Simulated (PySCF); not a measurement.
# One molecule, several mistakes: BGeH4N2

Calculated results; nothing here was measured. The program is PySCF 2.14.0, an open-source quantum chemistry code, run on an isolated molecule that a program drew, which may never have been made. The molecule is BGeH4N2 (charge 0, doublet), drawn as the SMILES string `N=[B][GeH][NH2]`.

Each row is a Hartree-Fock (HF) and frozen-core CCSD(T) single point in the cc-pVDZ basis, meant for a local HF minimum. Run 1 is clean. Each other run has one planted mistake out of seven kinds, and not every kind appears here: one electron removed, one electron added, multiplicity raised by two, geometry at a saddle point, minimal basis STO-3G, one bond length entered in bohr, all coordinates scaled. The reference is restricted for singlets and unrestricted otherwise, and also for a bond in bohr. Adding or removing an electron swaps singlet and doublet. Electrons count all cores. HOMO and LUMO are orbital energies over both spins, the gradient is its largest component, and the lowest frequency (negative if imaginary) is given only where the gradient is small. Bond lengths are over the 7 bonds as drawn. T1 is the CCSD diagnostic: over 0.02 (restricted) or 0.045 (unrestricted) a single reference is doubtful. Germanium has the cc-pVDZ-PP basis, with a core potential (ECP10MDF) in place of its 10 inner electrons, and its 3s, 3p and 3d shells are frozen in CCSD(T).

Geometry of the clean run:
```xyz
8
BGeH4N2, angstrom
N     0.0265   -3.8858    0.1699
B     0.3468   -2.7556    0.5321
Ge    0.7393   -0.8429    1.1701
N     1.4170    0.1230   -0.2450
H    -0.2080   -4.7969   -0.1232
H     1.8006   -0.8297    2.2804
H     1.6970    1.0619   -0.0182
H     0.8274    0.1563   -1.0590
```

```
run  electrons  basis functions  <S^2>  HOMO (eV)  LUMO (eV)  gradient (hartree/bohr)  lowest frequency (cm^-1)  mean bond (Å)  longest bond (Å)      T1  HF (hartree)  CCSD(T) (hartree)                          mistake
  1         55               85  0.759      -8.31       1.26                  2.2e-05                       122         1.3798             2.054  0.0190    -429.28704         -429.83258                         no fault
  2         55               85  1.553      -8.68       0.68                  2.3e-02                         -         1.5076             2.054  0.0617    -429.15528         -429.69216  one bond length entered in bohr
  3         56               85  0.000      -0.42       8.48                  6.4e-02                         -         1.3798             2.054  0.0152    -429.26937         -429.83513               one electron added
  4         55               85  0.771      -8.81       0.68                  1.0e-01                         -         1.4943             2.225  0.0236    -429.23679         -429.80534           all coordinates scaled
  5         54               85  0.000     -16.23      -6.56                  6.5e-02                         -         1.3798             2.054  0.0263    -429.01350         -429.57135                                ?
  6         55               85  3.781      -5.20       0.29                  2.3e-01                         -         1.3798             2.054  0.0202    -429.11154         -429.61338                                ?
```

**Which mistake was planted in run 5, and what did it cost?**

It counts 54 electrons, one fewer than the clean run, at the same geometry and basis. So the mistake is: one electron removed. Subtracting run 1 and multiplying by 627.51 kcal/mol a hartree, the energy moved by 171.6 kcal/mol in HF and 163.9 kcal/mol in CCSD(T).

**Which mistake was planted in run 6, and what did it cost?**

Electrons, basis and geometry are unchanged, and <S^2> is 3.781, beside S(S+1) = 3.75 for a multiplicity of 4. So the mistake is: multiplicity raised by two. Subtracting run 1 and multiplying by 627.51 kcal/mol a hartree, the energy moved by 110.1 kcal/mol in HF and 137.6 kcal/mol in CCSD(T).

Cautions from the logs. Run 2: T1 is over the limit, so its CCSD(T) energy is less reliable; run 5: T1 is over the limit, so its CCSD(T) energy is less reliable.
